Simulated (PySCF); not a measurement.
Si(Cl)(NH2) (ClH₂NSi), SMILES N[Si]Cl (connectivity only; charge and spin as stated), neutral, multiplicity 1. Coordinates come from a B3LYP-D3(BJ)/def2-TZVP optimisation. Other conformers were not sampled.

Calculation: B3LYP-D3(BJ)/def2-TZVP in PySCF 2.14.0.

Harmonic wavenumbers (cm⁻¹): 257, 461, 508, 537, 766, 864, 1571, 3530, 3633. Rotational constants (GHz): 19.61, 4.468, 3.639; symmetry number 1.

Problem. Work out the zero-point energy and the ideal-gas rigid-rotor harmonic-oscillator thermochemistry at 298.15 K and 1 atm.

Solution. ZPE = ½ Σ hcν = ½ × 12128 cm⁻¹ = 72.54 kJ/mol. H − E(el) = 85.88 kJ/mol. Entropy in J/(mol K): translation 163.33, rotation 102.20, vibration 16.98, total 282.51. G − E(el) = 1.65 kJ/mol. Cp = 61.73 J/(mol K).
